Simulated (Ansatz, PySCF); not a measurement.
Sites of deprotonation of C[SiH2]O[SiH3]:

A. C[SiH2]O[SiH3] → C[SiH2]O[SiH2-] + H+
B. C[SiH2]O[SiH3] -> C[SiH-]O[SiH3] + H+
C. C[SiH2]O[SiH3] → [CH2-][SiH2]O[SiH3] + H+

Quantity: gas-phase deprotonation energy (enthalpy at 298 K, with B3LYP-D3(BJ) rigid-rotor harmonic-oscillator terms), kcal/mol. Each molecule is optimised on its own at B3LYP-D3(BJ)/def2-TZVP (Ansatz, a program for electronic structure), one conformer each, not searched for the lowest. Frequencies are from Ansatz or PySCF. Valence correlation only, unless marked. No spin-orbit coupling. No relativistic terms. CBS(X,Y): correlation extrapolated as X^-3; Hartree-Fock from the larger set. Anions need diffuse functions, which plain sets lack and def2-D sets hold few of.

|  | SVWN5/def2-TZVPD (Ansatz) | PBE-D4/def2-TZVPD (Ansatz + dftd4) | r2SCAN-D3(BJ)/def2-TZVPD (Ansatz + dftd3) | CCSD(T)/CBS(aug-cc-pV(T+d)Z,aug-cc-pV(Q+d)Z) (Ansatz) |
|---|---|---|---|---|
| A | 359.8 | 366.9 | 374.0 | 375.0 |
| B | 364.0 | 370.4 | 377.9 | 378.5 |
| C | 364.6 | 372.5 | 377.9 | 378.8 |
